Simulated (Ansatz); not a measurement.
Species: C2H2Cl3 (charge 0, doublet). It need not be the lowest isomer of its formula. 
Coordinates optimised at B3LYP-D3(BJ)/def2-TZVP (Ansatz, a first-principles code):
```xyz
7

C     -1.0215    -0.2834     0.1131
C      0.4209    -0.0936     0.2327
Cl     1.2519    -1.6760     0.2318
Cl     1.0672     0.9446    -1.1385
Cl    -2.0635     0.8976     0.7517
H     -1.4471    -0.9971    -0.5746
H      0.7059     0.4345     1.1350
```
Charge 0, spin multiplicity 2.

Parts of the frozen-core correlation energy in 6-31G* (Ansatz, hartree). Frozen orbitals: 17; correlated occupied orbitals by spin: 16 and 15; virtual: 58 and 59. UHF or UKS for open shells. Spin-orbit coupling is left out. Non-relativistic.

```tsv
term	value
reference (HF)	-1455.28948
MP2 opposite-spin	?
MP2 same-spin	?
CCSD correlation	-0.68190
(T)	?
T1 diagnostic	0.013
largest doubles amplitude	0.020
<S^2> of the reference	0.769
```

Problem. Complete the blanks.

Solution. 
- MP2 opposite-spin, value: -0.46179
- MP2 same-spin, value: -0.16700
- (T), value: -0.02106
